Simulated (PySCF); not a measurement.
NMR data simulated for an unnamed compound:

$^{1}$H NMR (600 MHz, computed): δ 6.22 (ddd, J = 19.0, 12.4, 1.5 Hz, 1H), 5.71 (d of d of quint, J = 19.0, 5.2, 1.2 Hz, 1H), 5.67 (qdq, J = 8.9, 2.6, 1.0 Hz, 1H), 5.35 (d of d of sext, J = 12.4, 3.9, 1.2 Hz, 1H), 5.11 (dd, J = 54.8, 1.0 Hz, 2H), 1.95 (ddt, J = 8.9, 5.0, 1.3 Hz, 3H).

$^{13}$C{$^{1}$H} NMR (computed): δ 143.3 (CH), 139.1 (C, d, J = 13.6 Hz), 137.0 (CH, d, J = 6.7 Hz), 119.4 (CH2), 76.2 (CH2, d, J = 231.4 Hz), 16.8 (CH3).

- shielding tensors at B97-2/pcSseg-1 (GIAO)
- J couplings at B3LYP/pcJ-1 (spin–dipole term only in couplings to heteroatoms)
- geometry: PBE0-D3(BJ)/def2-SVP
- run in PySCF 2.14
- no relativistic terms, gas phase, fast rotation and ring inversion assumed for equivalent nuclei, one computed conformer

Shifts are taken against calculated references (same method and geometry level): TMS for $^{1}$H (σref 31.38) and $^{13}$C (σref 183.69).

Task: Which of these does the molecule contain: an N-methyl group, a three-membered ring, a non-aromatic C=C double bond, a vinyl group CH=CH2, a benzene ring?

Result: 
- An N-methyl group: no.
- A three-membered ring: no.
- A non-aromatic C=C double bond: yes.
- A vinyl group CH=CH2: yes (δC 119.4, 143.3; δH 5.71 (d of d of quint), 5.35 (d of d of sext), 6.22 (ddd)).
- A benzene ring: no.

The data belong to `C=C/C(=C/C)CF`, C₆H₉F; they needn't prove each group on their own.

Carbon signals by region: 4 in the sp2 and nitrile region (100–160 ppm), 1 at 50–100 ppm, 1 below 50 ppm.

C–F couplings over four or more bonds (about 3 Hz to the para carbon of a fluoroarene) are left out. Common functionals overestimate the size of one-bond C–F couplings by tens of Hz; these are unscaled. Multiplet labels drop couplings under 1 Hz and merge nearly equal ones. Unscaled 3J(H,H) at this level run about 10 % above measured values. Shifts are as computed. Against solution values, carbons near 30 ppm lie about +1 ppm off and those near 130 ppm about +2 ppm. Of 1211 compounds with measured shifts, 218 miss one by over three times the rms of a fit or turn the order of signals round; such compounds aren't used in these exercises.
